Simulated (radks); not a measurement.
Initial-state core-level shifts of the zinc ion Zn+ when its valence configuration changes from [Ar] 3d10 4s1. All-electron calculation, scalar-relativistic Kohn-Sham, PBE, spin-unpolarised, spherical densities, finite nucleus; Fermi nuclear charge, rms radius 3.9283 fm. Program: a radial shooting solver on a logarithmic mesh with Libxc functionals. Shifts are changes of the shell-averaged eigenvalues in eV (positive: less bound); the change of the density at the nucleus, which sets a Mossbauer isomer shift, is in e/bohr^3, on a base of 2.534e+04.

| valence | 1s | 2s | 2p | 3s | density at nucleus |
|---|---|---|---|---|---|
| 3d9.5 4s1 4p0.5 | -4.598 | -4.945 | -4.909 | -4.530 | +2.309 |
| 3d9.5 4s1.5 | -3.667 | -4.063 | -4.025 | -3.602 | +8.183 |
| 3d9 4s2 | -7.676 | -8.520 | -8.442 | -7.465 | +17.588 |
| 3d9 4s1 4p1 | -9.482 | -10.241 | -10.165 | -9.259 | +4.932 |
| 3d9 4s1.5 4p0.5 | -8.594 | -9.395 | -9.319 | -8.376 | +11.401 |
| 3d8.5 4s1 4p1.5 | -14.634 | -15.869 | -15.748 | -14.158 | +7.868 |
| 3d9.5 4p1.5 | -6.369 | -6.620 | -6.587 | -6.297 | -10.266 |
| 3d7 4s1 4p3 | -31.580 | -34.589 | -34.315 | -29.656 | +18.471 |
| 3d10 4p1 | -1.847 | -1.736 | -1.741 | -1.846 | -11.473 |
